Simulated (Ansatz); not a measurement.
Consider the ligand exchange at a Ge–Cl bond: `[OH][Ge][Cl]` + CH₃SH → `C[S][Ge][OH]` + HCl.

Isolated molecules relaxed with PBE0-D4/def2-TZVP in Ansatz; ΔE leaves out vibrations. CCSD(T)/CBS is the MP2 limit (def2-TZVPP, def2-QZVPP) plus CCSD(T) − MP2 in def2-TZVPP, frozen cores. This one scheme is used for every species. DFT in def2-TZVPP. For Ge outer-core shells are correlated without core-valence functions, which leaves a few kJ/mol of doubt a bond. Scalar relativity is left out up to krypton. One conformer a species, not always the lowest.

Question: Is it downhill or uphill in electronic energy at CCSD(T)/CBS, and by how much? (Estimate.)

Answer: Ansatz gave: Uphill: ΔE = +7.8 kcal/mol.

Question: What do these levels give: PBE-D4, PBE0-D4, ωB97X-V, PBE, r2SCAN, HF/def2-TZVPP, SCS-MP2/def2-TZVPP, CCSD/def2-TZVPP, HF/def2-QZVPP, SCS-MP2/def2-QZVPP, HF/CBS(def2), CCSD/CBS(def2)? (Best estimate.)

Answer: The calculation gave: PBE-D4 7.4, PBE0-D4 8.0, ωB97X-V 9.9, PBE 8.3, r2SCAN 8.2, HF/def2-TZVPP 12.7, SCS-MP2/def2-TZVPP 8.5, CCSD/def2-TZVPP 8.7, HF/def2-QZVPP 12.9, SCS-MP2/def2-QZVPP 8.6, HF/CBS(def2) 12.9, CCSD/CBS(def2) 8.7 kcal/mol.

Largest T1 diagnostic among the species: 0.014.

In def2-TZVPP, CCSD(T) changes the Hartree–Fock value by −4.9 kcal/mol (the triples alone add −0.9 kcal/mol) and MP2 by −5.3 kcal/mol. The D4 term adds −1.4 kcal/mol with B3LYP and −0.8 kcal/mol with PBE0; it sums over pairs of atoms, weighted by their polarisabilities, and B3LYP, whose exchange is more repulsive, gets the larger term.

B3LYP here is the variant with VWN-RPA as its local correlation; programs differ in this.
